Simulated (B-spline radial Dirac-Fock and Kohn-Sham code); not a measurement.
Xe 3p3/2: cross section and angular parameters

System: the Xe atom, [Kr] 4d10 5s2 5p6; threshold 940.6 eV (tabulated edge). The computed values come from a B-spline atomic structure program: Dirac-Hartree-Slater photoionisation with a Latter tail; cross sections with all multipoles, angular parameters from the dipole term and its interference with E2.

```
hν (eV)  σ (kb)      β       γ      δ
   1310     187  1.318   0.243  0.033
   1460     159  1.433   0.146  0.017
 1486.9     154  1.448   0.130  0.016
   1780     114  1.556   0.011  0.006
   2000    92.4  1.598  -0.027  0.005
   3200    36.0  1.652   0.096  0.009
   3400    31.5  1.650   0.137  0.010
   4000       ?      ?       ?      ?
   4090    20.7  1.635   0.288  0.013
   5060    12.5  1.603   0.498  0.019
   6000    8.23  1.570   0.690  0.026
   6780    6.03  1.541   0.836  0.031
   6820    5.94  1.539   0.843  0.032
   8770    3.06  1.468   1.157  0.048
   8850    2.98  1.465   1.168  0.049
  13600   0.896  1.311   1.724  0.093
  15000   0.673  1.271   1.846  0.107
```

Question: Give the values at 4000 eV.

Answer: σ = 21.8 kb, β = 1.637, γ = 0.268, δ = 0.013.
